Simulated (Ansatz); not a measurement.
System: ScBr, net charge 0, singlet state. 
Coordinates optimised at B3LYP-D3(BJ)/def2-TZVP (Ansatz, an electronic-structure program):
```xyz
2

Sc     0.0000     0.0000    -1.4938
Br     0.0000     0.0000     0.8963
```
Charge 0, spin multiplicity 1.

Total electronic energies in hartree. Correlated levels leave the core frozen unless marked. No spin-orbit coupling. Frozen are the shells of the preceding noble gas and the d and f shells that filled before the atom's block. No relativistic terms. CBS marks a two-point X^-3 extrapolation of the correlation energy; Hartree-Fock from the larger set.

The Hartree-Fock reference is unstable (checked in the largest basis), which strains HF and MP2. 

| level | program | energy (Eh) |
|---|---|---|
| HF/STO-3G | Ansatz | -3296.89919 |
| RI-HF/def2-QZVPP | Ansatz | -3332.27385 |
| BLYP-D3(BJ)/def2-TZVPD | Ansatz + dftd3 | (withheld) |
| revPBE/def2-TZVPD | Ansatz | -3334.53900 |
| PBE0/STO-3G | Ansatz | -3298.63568 |
| PBE0-D4/def2-TZVP | Ansatz + dftd4 | -3334.37379 |
| PBE0/def2-TZVP | Ansatz | -3334.37199 |
| r2SCANh/def2-TZVPD | Ansatz | (withheld) |
| B2PLYP-D4/def2-TZVPD | Ansatz + dftd4 | -3334.21721 |
| RI-MP2/def2-TZVPPD | Ansatz | -3332.42646 |
| SCS-MP2/STO-3G | Ansatz | -3296.94638 |
| SCS-MP2/6-31G | Ansatz | -3331.87287 |
| CCSD/STO-3G | Ansatz | -3296.96277 |
| CCSD/def2-QZVPPD | Ansatz | -3332.53121 |
| CCSD(T)/CBS(def2-TZVPPD,def2-QZVPPD) | Ansatz | -3332.5594 |

### Question
Fill in the missing entries.

### Answer

- BLYP-D3(BJ)/def2-TZVPD, energy (Eh): -3334.91363
- r2SCANh/def2-TZVPD, energy (Eh): -3334.79866
